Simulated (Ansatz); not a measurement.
Start from `C[SiH](N)BF` and change one atom or group to get `C[SiH](N)CN`.

Ansatz, PBE0-D4/def2-TZVP geometries, multiplicity 1. Each molecule was computed in one conformer, which needn't be the lowest.

```json
{"property": "HOMO energy (PBE/def2-TZVPP) / eV", "`C[SiH](N)BF`": "-5.78"}
{"property": "HOMO–LUMO gap (ωB97M-V/def2-TZVPP) / eV", "`C[SiH](N)BF`": "9.96"}
{"property": "LUMO energy (B3LYP/def2-TZVPP) / eV", "`C[SiH](N)BF`": "-1.68"}
{"property": "LUMO energy (PBE0/def2-TZVPP) / eV", "`C[SiH](N)BF`": "-1.46"}
{"property": "size of the dipole moment (ωB97M-V/def2-TZVPP) / D", "`C[SiH](N)BF`": "1.99"}
{"property": "LUMO energy (PBE/def2-TZVPP) / eV", "`C[SiH](N)BF`": "-2.44"}
```

Give the same properties after the change, and the shifts. (Best estimate.)

Ansatz gave: 
```json
{"property": "HOMO energy (PBE/def2-TZVPP) / eV", "`C[SiH](N)CN`": "-5.12", "shift": "0.66"}
{"property": "HOMO–LUMO gap (ωB97M-V/def2-TZVPP) / eV", "`C[SiH](N)CN`": "11.14", "shift": "1.18"}
{"property": "LUMO energy (B3LYP/def2-TZVPP) / eV", "`C[SiH](N)CN`": "0.42", "shift": "2.10"}
{"property": "LUMO energy (PBE0/def2-TZVPP) / eV", "`C[SiH](N)CN`": "0.75", "shift": "2.21"}
{"property": "size of the dipole moment (ωB97M-V/def2-TZVPP) / D", "`C[SiH](N)CN`": "1.47", "shift": "-0.52"}
{"property": "LUMO energy (PBE/def2-TZVPP) / eV", "`C[SiH](N)CN`": "-0.06", "shift": "2.38"}
```

With PBE0 the HOMO rises by 0.56 eV and the LUMO rises by 2.21 eV, so the gap widens by about 1.65 eV. PBE moves the HOMO by 0.66 eV and ωB97M-V by 0.46 eV. Dipoles are sizes alone; their direction can turn.

B3LYP here is the variant with VWN-RPA as its local correlation; programs differ in this.
